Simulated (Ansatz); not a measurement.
`C[O][GeH2][SH]`. The species carries charge 0 and has multiplicity 1. Geometry: relaxed with PBE0-D4/def2-TZVP. It is one conformer, not always the lowest.

```xyz
10

C    -1.480   -0.789   -0.273
O    -0.673    0.363   -0.340
Ge    1.065    0.170   -0.015
S     1.947    2.186    0.044
H    -1.239   -1.510   -1.065
H    -1.396   -1.301    0.695
H    -2.519   -0.479   -0.402
H     1.207   -0.569    1.330
H     1.742   -0.586   -1.172
H     1.346    2.514    1.199
```

**Question.** What is the dipole moment at B3LYP/def2-TZVPP? (Best estimate.)

**Answer.** Computed: 1.82 D, with components (-0.29, -1.58, 0.84) D in this frame, pointing from negative to positive charge.

**Question.** And with PBE, r2SCAN, ωB97M-V? (An estimate is asked.)

**Answer.** Computed: PBE 1.70 D, r2SCAN 1.80 D, ωB97M-V 1.84 D.

**Question.** Give the Mulliken charges with B3LYP, ωB97M-V, PBE in def2-TZVPP. (Estimate.)

**Answer.** The calculation gave: 
```json
{"atom": "C1", "B3LYP": "-0.13", "ωB97M-V": "-0.19", "PBE": "-0.15"}
{"atom": "O2", "B3LYP": "-0.41", "ωB97M-V": "-0.41", "PBE": "-0.34"}
{"atom": "Ge3", "B3LYP": "0.45", "ωB97M-V": "0.38", "PBE": "0.41"}
{"atom": "S4", "B3LYP": "-0.29", "ωB97M-V": "-0.28", "PBE": "-0.30"}
{"atom": "H5", "B3LYP": "0.09", "ωB97M-V": "0.11", "PBE": "0.09"}
{"atom": "H6", "B3LYP": "0.09", "ωB97M-V": "0.11", "PBE": "0.09"}
{"atom": "H7", "B3LYP": "0.11", "ωB97M-V": "0.12", "PBE": "0.10"}
{"atom": "H8", "B3LYP": "-0.02", "ωB97M-V": "0.01", "PBE": "-0.02"}
{"atom": "H9", "B3LYP": "-0.01", "ωB97M-V": "0.02", "PBE": "-0.01"}
{"atom": "H10", "B3LYP": "0.11", "ωB97M-V": "0.12", "PBE": "0.12"}
```

B3LYP here is the variant with VWN-RPA as its local correlation; programs differ in this.
